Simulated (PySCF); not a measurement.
C7H9OP.
Atom-mapped SMILES: `[CH2:1]=[CH:2][C:3]1=[CH:4][P@:5]([CH3:6])(=[O:7])[CH:8]=[CH:9]1` (hydrogens: H10, H11 on C1; H12 on C2; H13 on C4; H14, H15, H16 on C6; H17 on C8; H18 on C9)

The same species was optimised twice, with GFN2-xTB and with PBE0-D3(BJ)/def2-SVP (PySCF), and the same property calculations (PySCF, gas phase) were run on both structures.

```csv
coordinate,GFN2-xTB,PBE0-D3(BJ)/def2-SVP,change
P5=O7 (Å),1.468,1.495,+0.027
C3–C9 (Å),1.469,1.491,+0.022
P5–C6 (Å),1.834,1.818,-0.016
C1=C2 (Å),1.329,1.340,+0.011
C8=C9 (Å),1.333,1.341,+0.008
C2–C3 (Å),1.451,1.457,+0.006
C3=C4 (Å),1.349,1.354,+0.005
C4–P5 (Å),1.811,1.814,+0.003
P5–C8 (Å),1.819,1.821,+0.002
C4–P5–C6 (°),107.2,105.5,-1.7
C6–P5–C8 (°),106.4,105.1,-1.3
C4–P5–O7 (°),118.0,119.0,+1.0
C6–P5–O7 (°),113.4,114.0,+0.6
C2–C3–C4 (°),123.3,123.8,+0.5
O7–P5–C8 (°),118.3,118.9,+0.6
C3–C9–C8 (°),115.7,115.3,-0.4
C4–P5–C8 (°),91.0,91.4,+0.4
C1–C2–C3–C4 (°),-177,-178,-1
```

Rotational constants: A = 3369, B = 840.7, C = 810.1 MHz (GFN2-xTB) against A = 3325, B = 836.5, C = 805.2 MHz (PBE0-D3(BJ)/def2-SVP). Point groups within 0.08 Å: C1 and C1.

On the GFN2-xTB structure: HOMO (eV) -6.92 [PBE0/pcSseg-1]; LUMO (eV) -2.22 [PBE0/pcSseg-1]; dipole (D) 4.59 [PBE0/pcSseg-1]; GIAO shielding of C1 (ppm) 61.6 [PBE0/pcSseg-1]; GIAO shielding of C2 (ppm) 45.5 [PBE0/pcSseg-1]; GIAO shielding of C3 (ppm) 33.3 [PBE0/pcSseg-1]; GIAO shielding of C4 (ppm) 51.3 [PBE0/pcSseg-1]; GIAO shielding of P5 (ppm) 293.5 [PBE0/pcSseg-1]; GIAO shielding of C6 (ppm) 168.8 [PBE0/pcSseg-1]; GIAO shielding of O7 (ppm) 260.2 [PBE0/pcSseg-1]; GIAO shielding of C8 (ppm) 46.1 [PBE0/pcSseg-1].

Task: What do these properties become on the PBE0-D3(BJ)/def2-SVP structure?

Result: 
```
                                    property          level  on GFN2-xTB  on PBE0-D3(BJ)/def2-SVP  change
                                   HOMO (eV)  PBE0/pcSseg-1        -6.92                    -6.94   -0.02
                                   LUMO (eV)  PBE0/pcSseg-1        -2.22                    -2.24   -0.02
                                  dipole (D)  PBE0/pcSseg-1         4.59                     4.78   +0.19
energy, GFN2-xTB geometry as zero (kcal/mol)  PBE0/pcSseg-1          0.0                     -1.1    -1.1
                  GIAO shielding of C1 (ppm)  PBE0/pcSseg-1         61.6                     57.8    -3.8
                  GIAO shielding of C2 (ppm)  PBE0/pcSseg-1         45.5                     43.3    -2.2
                  GIAO shielding of C3 (ppm)  PBE0/pcSseg-1         33.3                     31.5    -1.8
                  GIAO shielding of C4 (ppm)  PBE0/pcSseg-1         51.3                     50.4    -0.9
                  GIAO shielding of P5 (ppm)  PBE0/pcSseg-1        293.5                    288.3    -5.2
                  GIAO shielding of C6 (ppm)  PBE0/pcSseg-1        168.8                    167.4    -1.4
                  GIAO shielding of O7 (ppm)  PBE0/pcSseg-1        260.2                    253.1    -7.1
                  GIAO shielding of C8 (ppm)  PBE0/pcSseg-1         46.1                     44.0    -2.1
```

The heavy atoms differ by 0.032 Å rms after alignment. Among bonds between heavy atoms P5=O7 changes most (+0.027 Å). Changes are differences of the printed values. Neither structure is proved a minimum here.

The values belong to the conformer `[CH2:1]=[CH:2][C:3]1=[CH:4][P@:5]([CH3:6])(=[O:7])[CH:8]=[CH:9]1`: C1–C2–C3–C4 -178°.
